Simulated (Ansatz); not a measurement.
Y, doublet (core potentials on Y); CAM-B3LYP/def2-SVP in Ansatz (a program for electronic structure).

Ansatz was given this input:
Ansatz 0.2 input:
```yaml
crystal:
  periodic: [false, false, false]
  atoms:
    - {symbol: Y, position_ang: [0.00000000, 0.00000000, 0.00000000]}
basis:
  gaussian:
    orbitals: def2-SVP
hamiltonian:
  xc: cam_b3lyp
magnetization: {spin_polarized: true, initial_magnetization: 1}
```

Output, abridged:

```
Functional definition: CAM-B3LYP
322 factors; their error is unknown
89 factors; integrals over basis functions are off by at most 1.6e-4 eV
mean field evaluation 1: about -1038.5717 eV, gradient 2.8e0 eV
mean field evaluation 2: about -1038.6547 eV, gradient 6.1e-1 eV
mean field evaluation 4: about -1038.6705 eV, gradient 1.1e-1 eV
mean field evaluation 8: about -1038.7230 eV, gradient 1.4e-2 eV
mean field evaluation 16: about -1038.7406 eV, gradient 5.2e-2 eV
mean field evaluation 32: about -1038.7407 eV, gradient 6.9e-2 eV
mean field -1038.74066186 eV, -38.1730152398 hartree, gradient 9.8e-6 eV, S^2 0.782598; 6 other end points of the search recorded, 0 dependent functions left out
reference -1038.74073021 eV, -38.1730177515 hartree; 6, 5 occupied and 25, 26 virtual orbitals, 322 factors
Total energy: -1038.74073021 eV, -38.1730177515 hartree
```
